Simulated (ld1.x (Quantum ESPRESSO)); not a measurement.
# LDA (PZ) PAW dataset for indium, scalar-relativistic all-electron reference.

- Element: indium (In)
- Generator: ld1.x (Quantum ESPRESSO) 7.5
- Type: PAW
- Functional: LDA (PZ)
- Relativity: scalar-relativistic
- Frozen core: [Kr]
- Valence charge: 13
- Reference configuration: 4d10 5s2 5p1
- Partial waves: 5s (bound): rcut 2.10, rcutus 2.40 bohr; 5s channel at -0.25 Ry: rcut 2.10, rcutus 2.40 bohr; 5p (bound): rcut 2.85, rcutus 3.10 bohr; 5p channel at 0.5 Ry: rcut 2.85, rcutus 3.10 bohr; 4d (bound): rcut 1.15, rcutus 1.60 bohr; 4d channel at 2.15 Ry: rcut 1.15, rcutus 1.60 bohr
- Local potential: all-electron potential smoothed inside 2.15 bohr (lloc = -1)
- Core correction: Bessel-smoothed model core, default radius (core density twice the valence density)
- Augmentation charge: BG, radius 0.95 bohr

Poles of the logarithmic derivatives, all-electron (AE) and pseudo (PS). s: poles at -0.1, 4.4 (AE) and -0.1, 2.9, 4.6 (PS) Ry. p: poles at 0.7 (AE) and 0.7, 4.0 (PS) Ry. d: poles at -1.4, 2.2 (AE) and -1.4, 2.2 (PS) Ry. Test radius 3.37 bohr.

* Cutoffs needed: 50 Ry and 80 Ry (the cutoffs (Ry, on a coarse ladder) from which the occupation-weighted sum of valence levels, in a spherical-Bessel basis at the reference potential, stays within 10 and 1 mRy of its value at 400 Ry)
* Ghost test: no extra level below or beside the all-electron valence levels (s, p, d, f tested) (spherical-Bessel basis up to 400 Ry, 20 bohr box)
* Configuration tests: test run stopped at test 4 of 9 (negative rho)
* Lowest eigenvalue of the overlap operator: 0.22 (d channel)
